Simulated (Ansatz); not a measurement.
Relaxation of Zn₆O₇ with RKS r2SCAN-D4/def2-SVP.

```sh
$ ansatz run in.yaml --threads 6 --pin off --events-out ev --progress --plain --max-ram 7833MiB
```

```yaml
crystal:
  periodic: [false, false, false]
  atoms:
    - {symbol: Zn, position_ang: [-1.471030, 1.468010, 0.213480]}
    - {symbol: Zn, position_ang: [-1.144000, -1.312030, -0.498980]}
    - {symbol: Zn, position_ang: [1.510570, 1.015820, 0.015020]}
    - {symbol: Zn, position_ang: [-0.394820, 0.674590, -2.016900]}
    - {symbol: Zn, position_ang: [1.398090, -1.511770, 0.669470]}
    - {symbol: Zn, position_ang: [-0.235790, -0.048840, 2.069320]}
    - {symbol: O, position_ang: [-0.385750, -1.889930, 1.060030]}
    - {symbol: O, position_ang: [-1.479050, 1.217160, 1.973740]}
    - {symbol: O, position_ang: [-2.028130, 0.167200, -1.184450]}
    - {symbol: O, position_ang: [1.749170, -0.839960, -1.144100]}
    - {symbol: O, position_ang: [0.543040, -1.043310, -1.911510]}
    - {symbol: O, position_ang: [0.244360, 1.998400, -0.867320]}
    - {symbol: O, position_ang: [1.693340, 0.104670, 1.622210]}
basis:
  gaussian: {orbitals: def2-SVP}
hamiltonian: {xc: r2scan, dispersion: d4}
scf: {lower_state_search: "off"}
output: {orbitals: {seedname: orbitals}}
relax: {f_tol: 0.03, max_steps: 70}
```

Run time 70 s (6 threads of Arm Neoverse V1 on a shared host), peak host memory 0.83 GiB.

Positions (Å) and forces (eV/Å) at steps 1, 2, 3, 4, 5, 6 of 6:

```xyz
13
step=1 energy=-304791.1639 eV
Zn   -1.471    1.468    0.213    0.055    0.158   -0.792
Zn   -1.144   -1.312   -0.499   -0.013   -0.171   -0.161
Zn    1.511    1.016    0.015    0.180   -0.006   -0.102
Zn   -0.395    0.675   -2.017    0.477   -0.213   -0.839
Zn    1.398   -1.512    0.669    0.556   -0.636   -0.573
Zn   -0.236   -0.049    2.069    0.544   -0.638    0.040
O    -0.386   -1.890    1.060   -0.116   -0.014    0.643
O    -1.479    1.217    1.974   -0.579    0.469    0.760
O    -2.028    0.167   -1.184   -0.446    0.332   -0.053
O     1.749   -0.840   -1.144    0.893    0.513    0.735
O     0.543   -1.043   -1.912   -1.195   -0.297   -0.334
O     0.244    1.998   -0.867   -0.431    0.486    0.084
O     1.693    0.105    1.622    0.074    0.016    0.591
13
step=2 energy=-304791.3130 eV
Zn   -1.474    1.472    0.202    0.099    0.057   -0.519
Zn   -1.157   -1.301   -0.481    0.035    0.006   -0.072
Zn    1.493    1.026    0.034    0.016   -0.067   -0.017
Zn   -0.376    0.671   -2.060    0.321   -0.179   -0.437
Zn    1.425   -1.544    0.652    0.291   -0.326   -0.406
Zn   -0.226   -0.058    2.078    0.347   -0.427   -0.055
O    -0.371   -1.886    1.077   -0.101    0.021    0.385
O    -1.482    1.219    1.979   -0.315    0.256    0.407
O    -2.022    0.185   -1.211   -0.296    0.146    0.037
O     1.747   -0.800   -1.136    0.504    0.261    0.450
O     0.516   -1.063   -1.885   -0.689   -0.132   -0.202
O     0.224    2.003   -0.878   -0.249    0.285    0.091
O     1.703    0.076    1.631    0.035    0.099    0.340
13
step=3 energy=-304791.3906 eV
Zn   -1.466    1.474    0.172   -0.012    0.068    0.005
Zn   -1.158   -1.260   -0.444   -0.048    0.040   -0.009
Zn    1.439    1.026    0.066    0.003    0.005    0.071
Zn   -0.347    0.662   -2.113    0.007   -0.033    0.022
Zn    1.458   -1.584    0.621    0.000    0.026   -0.030
Zn   -0.206   -0.083    2.074   -0.039   -0.041    0.050
O    -0.355   -1.882    1.109    0.015   -0.042   -0.012
O    -1.477    1.214    1.972    0.011   -0.004   -0.013
O    -2.023    0.209   -1.238   -0.015   -0.072   -0.007
O     1.745   -0.753   -1.122   -0.005   -0.049    0.033
O     0.481   -1.085   -1.855   -0.003    0.047   -0.026
O     0.193    2.016   -0.891    0.034    0.004   -0.039
O     1.715    0.046    1.649    0.052    0.053   -0.044
13
step=4 energy=-304791.3929 eV
Zn   -1.463    1.483    0.168    0.016    0.023    0.015
Zn   -1.164   -1.260   -0.442   -0.008    0.019    0.022
Zn    1.440    1.031    0.071   -0.026    0.012    0.027
Zn   -0.351    0.659   -2.111    0.010   -0.006    0.021
Zn    1.459   -1.580    0.621   -0.015    0.015   -0.012
Zn   -0.208   -0.093    2.077   -0.036   -0.019    0.001
O    -0.352   -1.891    1.105    0.010    0.013    0.007
O    -1.473    1.212    1.968    0.027   -0.019   -0.033
O    -2.028    0.206   -1.236    0.011   -0.019   -0.006
O     1.744   -0.753   -1.119   -0.020   -0.020   -0.018
O     0.479   -1.083   -1.854    0.028    0.007    0.003
O     0.199    2.017   -0.899   -0.010   -0.010   -0.002
O     1.717    0.051    1.651    0.012    0.004   -0.026
13
step=5 energy=-304791.3932 eV
Zn   -1.458    1.486    0.166   -0.007    0.025    0.001
Zn   -1.175   -1.262   -0.433    0.015    0.018   -0.004
Zn    1.437    1.045    0.082   -0.012   -0.017    0.005
Zn   -0.340    0.650   -2.104    0.000   -0.005    0.009
Zn    1.454   -1.574    0.609   -0.004    0.008   -0.005
Zn   -0.212   -0.099    2.076   -0.012   -0.017    0.019
O    -0.355   -1.895    1.107    0.036    0.013   -0.002
O    -1.469    1.212    1.965    0.018   -0.012   -0.024
O    -2.024    0.205   -1.236    0.007    0.003    0.008
O     1.745   -0.747   -1.127    0.020   -0.027    0.052
O     0.481   -1.094   -1.853   -0.037    0.037   -0.032
O     0.200    2.023   -0.900   -0.016   -0.027   -0.022
O     1.716    0.051    1.648   -0.009    0.002   -0.006
13
step=6 energy=-304791.3941 eV
Zn   -1.458    1.493    0.164    0.002    0.000    0.000
Zn   -1.170   -1.257   -0.431    0.006    0.002    0.000
Zn    1.431    1.041    0.082   -0.006   -0.003   -0.001
Zn   -0.343    0.652   -2.107   -0.007   -0.002   -0.009
Zn    1.457   -1.576    0.612    0.013    0.001    0.005
Zn   -0.214   -0.105    2.080   -0.003   -0.004   -0.002
O    -0.349   -1.897    1.107   -0.017    0.002    0.002
O    -1.465    1.210    1.961    0.007   -0.004   -0.008
O    -2.024    0.207   -1.234   -0.003   -0.001    0.004
O     1.744   -0.751   -1.123   -0.008    0.003   -0.010
O     0.480   -1.089   -1.855    0.008   -0.006    0.008
O     0.199    2.021   -0.905    0.006    0.007    0.012
O     1.713    0.051    1.649    0.001    0.003    0.000
```

The structure holds one bond between oxygen atoms, so isomers without such links may lie far lower. The structure comes from a short search, and lower isomers may exist.
